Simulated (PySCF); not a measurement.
4-thiophen-2-ylbenzaldehyde (C11H8OS), SMILES O=Cc1ccc(-c2cccs2)cc1.

Geometry: B3LYP-D3(BJ)/def2-SVP. The values are those of a single conformer.

These are PBE/def2-SVP in PySCF values and carry that method's errors.

* **total energy**: -896.12862 hartree
* **highest occupied level**: -5.62 eV
* **lowest empty level**: -2.88 eV
* **orbital gap**: 2.74 eV
* **dipole moment**: 4.20 D
* **quadrupole, principal values (traceless, Buckingham form, about the centre of nuclear charge)**: -12.35, -4.37, 16.72 D·Å
* **mean static polarisability**: 155.0 bohr³ (22.97 Å³)
* **polarisability, principal values**: 56.6, 137.1, 271.2 bohr³
